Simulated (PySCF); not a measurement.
# ORD: `[SiH2]1C[Si@@H](CC)[C@H]1C`, C₅H₁₄Si₂

Cartesian coordinates in Å; atom numbers follow the order of the lines, from 1:
```xyz
21

C     2.850   -0.647    0.346
C     1.401   -1.007    0.046
Si    0.420    0.463   -0.654
C     0.027    1.809    0.659
Si   -1.823    1.308    0.725
C    -1.480    0.146   -0.770
C    -1.982   -1.289   -0.684
H     3.360   -0.327   -0.560
H     2.901    0.167    1.065
H     3.389   -1.499    0.758
H     0.927   -1.364    0.961
H     1.379   -1.837   -0.661
H     1.058    0.944   -1.891
H     0.184    2.822    0.298
H     0.565    1.731    1.600
H    -2.187    0.592    1.951
H    -2.789    2.384    0.486
H    -1.875    0.583   -1.690
H    -1.637   -1.876   -1.535
H    -1.624   -1.769    0.224
H    -3.072   -1.319   -0.674
```

Computed, not measured: TDDFT CAM-B3LYP/def2-SVPD circular dichroism and optical rotation, one conformer, gas phase in PySCF. Geometry: GFN2-xTB.

The molecule is flexible and this is one conformer; a measurement averages over conformers.

Stereocentres: Si3 R, C6 S.

Task: Give the optical rotatory dispersion at 633, 589.3, 546, 436, 405, 365, 355 nm.

Result: [α] in deg dm⁻¹ (g/mL)⁻¹:
| λ (nm) | origin-invariant length gauge | modified velocity gauge | length gauge (centre of mass) | isotropic polarisability (au) |
| --- | --- | --- | --- | --- |
| 633 | -123.8 | -128.7 | -124.0 | 112.8 |
| 589.3 | -144.6 | -150.3 | -144.7 | 113.2 |
| 546 | -170.9 | -177.7 | -171.1 | 113.8 |
| 436 | -283.8 | -295.4 | -284.1 | 116.1 |
| 405 | -337.0 | -351.0 | -337.3 | 117.2 |
| 365 | -431.3 | -449.7 | -431.7 | 119.1 |
| 355 | -461.0 | -480.9 | -461.5 | 119.7 |

Task: And for the mirror image at 589.3 nm?

Result: +144.6 deg dm⁻¹ (g/mL)⁻¹ (origin-invariant length gauge): the same size and the opposite sign.

Task: What is the molar rotation [Φ] = [α]·M/100 of the geometry above at 589.3 nm?

Result: With M = 130.34 g/mol, -188.4 deg cm² dmol⁻¹ (origin-invariant length gauge).

The first excitation lies at 6.30 eV (197 nm) with R = +28.6 × 10⁻⁴⁰ esu² cm² (velocity form).
